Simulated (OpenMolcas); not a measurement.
**Mn2+ in a ligand field**

Mn2+ with 3 ligands (fluoride) in trigonal planar coordination (D3h) at 1.95 Å. A charge of +0.333 e stands 2.8 Å behind each ligand. Ligand basis ANO-RCC-VDZP.

* Program: OpenMolcas 26.06
* Method: SS-CASPT2, IPEA 0.25 Eh, imaginary shift 0.1 Eh (closed shells correlated: 3s 3p and the ligand valence shells)
* Basis: ANO-RCC-VTZP [6s5p3d2f1g]
* Scalar Hamiltonian: DKH2, point nucleus
* Active space: 5 electrons in 5 orbitals (3d)
* State averaging: 2S+1 = 6 even, 1 root; 2S+1 = 4 even, 24 roots; 2S+1 = 2 even, 75 roots
* Spin-orbit coupling: RASSI with atomic mean-field integrals over the reference wave functions

The lowest spin-free states (labels of D3, the rotations of D3h), above the lowest:

```
State  Degeneracy  E (cm-1)  Free-ion L (%)
  6A1           1         0         S (100)
   4E           2     21990          G (83)
  4A2           1     22460          G (90)
  4A1           1     22580          G (90)
   4E           2     24180          G (74)
   4E           2     24800          P (43)
  4A1           1     25100         G (100)
   4E           2     25420         G (100)
   4E           2     27980          D (79)
  4A2           1     28330         P (100)
  4A1           1     30780         D (100)
   4E           2     33820          D (46)
  2A1           1     34520          I (94)
   2E           2     34550          I (94)
   2E           2     34670          I (88)
  2A1           1     34940          I (88)
  2A2           1     34940          I (87)
   2E           2     35360          I (90)
   2E           2     35800          I (98)
  2A2           1     36320         I (100)
```

The lowest levels with spin-orbit coupling:

| E (cm-1) | Degeneracy | Label | 2S+1 | g |
| --- | --- | --- | --- | --- |
| 0 | 2 | E1/2 | 6 | 2.00 6.01 6.01 |
| 0 | 2 | E3/2 | 6 | 0.00 0.00 6.01 |
| 0 | 2 | E1/2 | 6 | 0.00 0.00 10.01 |
| 21820 | 2 | E1/2 | 4 | 0.00 0.00 2.31 |
| 21920 | 2 | E3/2 | 4 | 0.00 0.00 1.65 |
| 22030 | 2 | E1/2 | 4 | 0.44 0.44 5.60 |
| 22140 | 2 | E1/2 | 4 | 0.24 0.24 9.60 |
| 22410 | 2 | E3/2 | 4 | 0.00 0.00 1.32 |
| 22470 | 2 | E1/2 | 4 | 0.60 2.96 2.96 |
| 22600 | 2 | E1/2 | 4 | 3.17 3.17 4.61 |
| 22630 | 2 | E3/2 | 4 | 0.00 0.00 10.64 |
| 23940 | 2 | E1/2 | 4 | 0.04 0.04 4.24 |
| 24110 | 2 | E1/2 | 4 | 0.21 0.29 0.29 |
| 24230 | 2 | E3/2 | 4 | 0.00 0.00 3.83 |
| 24320 | 2 | E1/2 | 4 | 0.00 0.00 7.86 |
| 24590 | 2 | E1/2 | 4 | 0.53 0.53 4.07 |
| 24700 | 2 | E1/2 | 4 | 0.11 0.38 0.38 |
| 24850 | 2 | E3/2 | 4 | 0.00 0.00 3.83 |
| 25060 | 2 | E1/2 | 4 | 0.00 0.00 7.80 |
| 25100 | 2 | E1/2 | 4 | 2.00 4.26 4.26 |

Powder χT (cm3 K/mol): 4.38 at 2 K, 4.39 at 10 K, 4.39 at 50 K, 4.39 at 100 K, 4.39 at 200 K, 4.39 at 300 K. The effective moment at 300 K is 2.828 √(χT) = 5.92 μB.

The lowest level has 2S+1 = 6, for which the spin-only value is χT = S(S+1) / 2 = 4.375 cm3 K/mol (g = 2). The computed 4.386 at 300 K differs by +0.011, little more than the free-electron g of 2.0023 accounts for.

Roots that are degenerate in the reference are averaged as groups; the widest CASPT2 spread within a group is 48 cm-1 (the 2-fold group of multiplicity 2 near 51100 cm-1 above the lowest state of its run). Shifts and gaps below about the spread of the groups concerned are not significant. Ligand-to-metal charge-transfer states are missing. With no ligand orbital active B as a rule stays too high, so bands that hang on it stand too high and its fall with covalency is understated. Free-ion shares, where given, are those of the reference states; single-state CASPT2 does not remix them. No measured value stands beside these numbers; the geometry is a model, was not optimised and need not be the one that this ion takes.

The CASPT2 steps took 5.1 min on 1 thread of Arm Neoverse V1, with other jobs on the host; the integral step is not counted.
